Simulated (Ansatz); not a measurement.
Computed with Ansatz on PBE0-D4/def2-TZVP structures; ΔE is electronic, products minus reactants. CCSD(T)/CBS adds triple-zeta CCSD(T) − MP2 to the extrapolated MP2 energy (def2 sets, frozen cores). Functionals use def2-TZVPP. B3LYP here is the variant with VWN-RPA as its local correlation; programs differ in this. Each species was taken in one conformer, which may not be the lowest.

Consider the substitution at a C–C bond: `CCC(C)C(=O)OC` + `FC[SiH2]S` → `CS[SiH2]CF` + `CCCC(=O)OC`.

Problem. Is it downhill or uphill in electronic energy at CCSD(T)/CBS, and by how much? (Estimate.)

Solution. Computed: Uphill: ΔE = +17.9 kJ/mol.

Problem. What do these levels give: PBE-D4, B3LYP-D4, ωB97M-V, B3LYP, MP2/def2-TZVPP, CCSD(T)/def2-TZVPP? (Best estimate.)

Solution. Computed: PBE-D4 11.7, B3LYP-D4 12.8, ωB97M-V 16.8, B3LYP 8.7, MP2/def2-TZVPP 21.9, CCSD(T)/def2-TZVPP 21.2 kJ/mol.

Largest T1 diagnostic among the species: 0.013.

In def2-TZVPP, CCSD(T) changes the Hartree–Fock value by +10.3 kJ/mol (the triples alone add +0.7 kJ/mol) and MP2 by +11.0 kJ/mol. The D4 term adds +4.2 kJ/mol with B3LYP and +2.6 kJ/mol with PBE0; it sums over pairs of atoms, weighted by their polarisabilities, and B3LYP, whose exchange is more repulsive, gets the larger term.
